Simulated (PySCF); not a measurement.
**F+: ionisation energy**

F+ [He] 2s2 2p4 (3P) → F(2+) [He] 2s2 2p3 (4S), as a difference of total energies. Calculation: PySCF 2.14, in aug-cc-pVTZ; the non-relativistic Hamiltonian (point nucleus). Correlated levels: valence: 1s2 frozen. The calculations carry no spin-orbit coupling.

| method | ionisation energy (eV) | plus first-order spin-orbit estimate | error of that sum (eV) |
| --- | --- | --- | --- |
| UHF | 33.391 | 33.411 | -1.560 |
| LDA | 35.259 | 35.279 | +0.308 |
| PBE | 35.424 | 35.444 | +0.473 |
| PBE0 | 35.254 | 35.274 | +0.303 |
| r2SCAN | 35.111 | 35.131 | +0.160 |
| wB97X-V | 35.189 | 35.209 | +0.238 |
| r2SCAN0 | 35.011 | 35.031 | +0.060 |
| M06-2X | 35.005 | 35.025 | +0.054 |
| revPBE | 35.353 | 35.373 | +0.402 |
| MP2 (valence) | 34.620 | 34.640 | -0.331 |
| SCS-MP2 (valence) | 34.723 | 34.743 | -0.228 |

Reference: 34.971 eV (measured; NIST Atomic Spectra Database, ionization energies).

A first-order spin-orbit estimate (lowest level to lowest level, LS coupling) adds 0.020 eV.

Errors of the correlated levels include the incompleteness of this basis and the frozen core.
